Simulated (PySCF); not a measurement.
## Relaxation of singlet [HfF3]+

Computed with PySCF, PBE0, basis Hf def2-TZVP with ECP60, F def2-TZVP (scalar-relativistic core potentials, no spin–orbit coupling, density fitting). A (50,194) grid was used.

A start displaced from a saddle point along its imaginary mode, of C3v symmetry, held to at least that symmetry:

```xyz
4
charge 1 multiplicity 1, angstrom
Hf    0.0000    0.0792    0.0000
F     0.0000   -0.2500    1.8544
F     1.6059   -0.2500   -0.9272
F    -1.6059   -0.2500   -0.9272
```

Optimiser trace:
```
step  E − E(last) (kJ/mol)  largest gradient (Eh/bohr)
   0                 14.78                     0.02279
   1                  5.97                     0.00526
   2                  1.91                     0.00797
   3                  1.37                     0.01515
   4                  0.14                     0.00459
   5                  0.00                     0.00016
   6                  0.00                     0.00003
```

It ends at C3v with Hf–F 1.840 Å (×3); F–Hf–F 108.6° (×3) (after a last refinement on a finer grid). A frequency run shows a minimum.

Final geometry:
Coordinates in bohr (charge 1 multiplicity 1):
```
Hf    0.0000    0.2674    0.0000
F     0.0000   -0.9384    3.2623
F     2.8253   -0.9384   -1.6312
F    -2.8253   -0.9384   -1.6312
```

Spin–orbit coupling, left out here, can matter for elements this heavy.
